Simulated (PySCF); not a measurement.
Ionisation energy of Se(7+) by level of theory

Se(7+) [Ar] 3d9 [3d3/2^4 3d5/2^5, M_J = 5/2] → Se(8+) [Ar] 3d8 [3d3/2^4 3d5/2^4, M_J = 4], as a difference of total energies. Computed with PySCF 2.14 in an even-tempered Gaussian basis (18 s from 0.34 bohr⁻², ratio 2.8; 13 p from 0.45 bohr⁻², ratio 2.8; 9 d from 0.45 bohr⁻², ratio 2.8; 4 f from 3.5 bohr⁻², ratio 3), with the two-component X2C-1e Hamiltonian. Correlated levels: [Ne] frozen; the 76 highest virtual spinors dropped. "Screened" scales the spin-orbit matrix elements by Boettger's factors to mimic the two-electron term; Breit and QED terms are absent.

| method | ionisation energy (eV) |
| --- | --- |
| GHF (screened spin-orbit) | 183.93 |
| GMP2 (screened spin-orbit) | 185.88 |

**Question.** How much does correlation contribute at GMP2 (screened spin-orbit)?

**Answer.** 185.88 − (183.93) = 1.95 eV, measured against GHF (screened spin-orbit).

The labels give the starting determinants; with spin-orbit coupling the two ends relaxed to ⟨J²⟩ = 8.75, ⟨L²⟩ = 6.00, ⟨S²⟩ = 0.75 and ⟨J²⟩ = 20.00, ⟨L²⟩ = 12.04, ⟨S²⟩ = 1.99.

For comparison: 184 ± 2.1 eV (theoretical estimate listed by NIST; NIST Atomic Spectra Database, ionization energies).
